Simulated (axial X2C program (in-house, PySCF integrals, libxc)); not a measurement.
# Nuclear properties of ZrF

Computed with an in-house all-electron X2C program for linear molecules (integrals from PySCF): two-component X2C with atomic mean-field Coulomb and Gaunt terms, Gaussian nuclei, basis Zr dyall-cv3z, F dyall-av3z with contracted cores.

R = 1.880 Å (near the PBE0 minimum at charge 0 of the determinant lowest at the starting distance; the state shown can have its own minimum elsewhere).

Determinant lowest in the PBE0 search, Ω = 3/2 (⟨Sz⟩ = 1.50, ⟨Lz⟩ = 0.00 at PBE0), spin on the atoms Zr 1.51, F -0.01:

```json
{"level": "PBE0", "Eeff magnitude (GV/cm)": "2.21", "Ws magnitude Zr (kHz)": "0.676", "A∥/gI Zr (MHz)": "981", "qzz Zr (a.u.)": "0.55", "A∥/gI F (MHz)": "4.6", "qzz F (a.u.)": "0.14", "μ (D)": "-3.08"}
{"level": "HF", "Eeff magnitude (GV/cm)": "3.03", "Ws magnitude Zr (kHz)": "0.924", "A∥/gI Zr (MHz)": "775", "qzz Zr (a.u.)": "-0.19", "A∥/gI F (MHz)": "-1.84", "qzz F (a.u.)": "0.03", "μ (D)": "-3.03"}
{"level": "PBE", "Eeff magnitude (GV/cm)": "2.03", "Ws magnitude Zr (kHz)": "0.62", "A∥/gI Zr (MHz)": "997", "qzz Zr (a.u.)": "0.76", "A∥/gI F (MHz)": "6.89", "qzz F (a.u.)": "0.15", "μ (D)": "-2.83"}
{"level": "PBE50", "Eeff magnitude (GV/cm)": "2.41", "Ws magnitude Zr (kHz)": "0.735", "A∥/gI Zr (MHz)": "959", "qzz Zr (a.u.)": "0.32", "A∥/gI F (MHz)": "2.58", "qzz F (a.u.)": "0.13", "μ (D)": "-3.24"}
{"level": "BHandHLYP", "Eeff magnitude (GV/cm)": "2.62", "Ws magnitude Zr (kHz)": "0.797", "A∥/gI Zr (MHz)": "995", "qzz Zr (a.u.)": "0.30", "A∥/gI F (MHz)": "4.78", "qzz F (a.u.)": "0.08", "μ (D)": "-3.20"}
```

Determinant 0.26 eV from it at PBE0 and this distance, Ω = 3/2 (⟨Sz⟩ = -0.50, ⟨Lz⟩ = 2.00 at PBE0), spin on the atoms Zr -0.50, F 0.01:

| level | Eeff magnitude (GV/cm) | Ws magnitude Zr (kHz) | A∥/gI Zr (MHz) | qzz Zr (a.u.) | A∥/gI F (MHz) | qzz F (a.u.) | μ (D) |
| --- | --- | --- | --- | --- | --- | --- | --- |
| PBE0 | 2.04 | 0.643 | 323 | -1.23 | 6.27 | 0.18 | -1.51 |
| HF | 2.01 | 0.699 | -496 | -1.57 | 18.3 | 0.06 | -1.55 |
| PBE | 1.35 | 0.423 | 352 | -0.87 | 5.45 | 0.18 | -1.46 |
| PBE50 | 3.37 | 1.08 | 275 | -1.63 | 7.59 | 0.16 | -1.44 |
| BHandHLYP | 2.61 | 0.839 | 320 | -1.46 | 6.73 | 0.15 | -1.87 |

Eeff is the effective electric field on the electron electric dipole moment in this Ω state and Ws the scalar–pseudoscalar constant of the nucleus named (defined with the proton number Z and per Ω); A∥ (defined per Ω) follows by multiplying with gI = μI/(I μN); qzz is the electric field gradient, eQq0 = 234.96 MHz × Q/barn × qzz; μ is positive if the F end (last atom) is positive. The operators were transformed with the bare-nucleus X2C matrices; with these basis sets, hyperfine constants and field gradients can be off by tens of per cent, and where levels differ in sign neither size nor sign is settled.

Q: With gI(91Zr) = -0.5214 (g factors from the IAEA table of nuclear moments by Stone), turn the PBE0 values of the first state into constants in MHz.

A: A∥(91Zr) = 981 × -0.5214 = -511 MHz.

Each state is one determinant with collinear spin, which with several unpaired electrons need not be a pure state. Unrestricted Hartree–Fock can overshoot spin polarisation at the nuclei. In the state Ω = 3/2 the sign of Eeff differs between levels (HF against PBE0). This is the top spin component of a Σ state; components of lower Ω are not single determinants and can lie lower. With several open shells hyperfine constants can be off by a factor of several. Where Eeff spreads by more than a factor of two the levels disagree and none is to be relied on. At BHandHLYP, HF a later determinant lies lower. States lie within half an eV, so the first need not be the ground state. The sign of Ws at Zr differs between levels in the second state. Further determinants of the search, some of them spin-mixed, are not shown. Where a field gradient or hyperfine factor spreads by more than a factor of two over the levels, a constant derived from it is not to be relied on. PBE0 term energies can be off by some tenths of an eV.
